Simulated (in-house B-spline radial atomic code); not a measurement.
RPA and G0W0 for neutral palladium, [Kr] 4d10, as one setting changes: the share of exact exchange in the PBE hybrid start. A dash marks a level of low quasi-particle weight. Computed with an all-electron radial atomic-structure program (B-spline basis): all electrons, scalar-relativistic (spin-free one-electron X2C), finite nucleus, each spin shell either full or empty, empty states to l = 9 with an (l + 1/2)⁻⁴ tail; G0W0 by contour deformation at full frequency.

| share of exact exchange in the PBE hybrid start | mean-field level (eV) | G0W0 level (eV) | RPA correlation (Eh) |
| --- | --- | --- | --- |
| 0 | -4.048 | - | -3.6169 |
| 0.1 | -4.584 | - | -3.5726 |
| 0.2 | -5.131 | - | -3.5333 |
| 0.3 | ? | ? | ? |
| 0.4 | -6.253 | 4d -8.394 | -3.4618 |
| 0.5 | -6.829 | 4d -8.419 | -3.4285 |
| 0.6 | ? | ? | ? |
| 0.7 | -8.009 | 4d -8.378 | -3.3655 |
| 0.8 | -8.612 | 4d -8.330 | -3.3357 |
| 0.9 | -9.225 | 4d -8.268 | -3.3068 |
| 1 | -9.846 | 4d -8.197 | -3.2788 |

Q: What belongs in the row for 0.3?

A: mean-field level (eV): -5.687; G0W0 level (eV): -; RPA correlation (Eh): -3.4967.

Q: What belongs in the row for 0.6?

A: mean-field level (eV): -7.414; G0W0 level (eV): 4d -8.410; RPA correlation (Eh): -3.3964.

Q: At what share of exact exchange does G0W0 leave the highest level unchanged?

A: Near 0.76, where the shift changes sign (-0.369 eV at 0.7, +0.283 eV at 0.8).
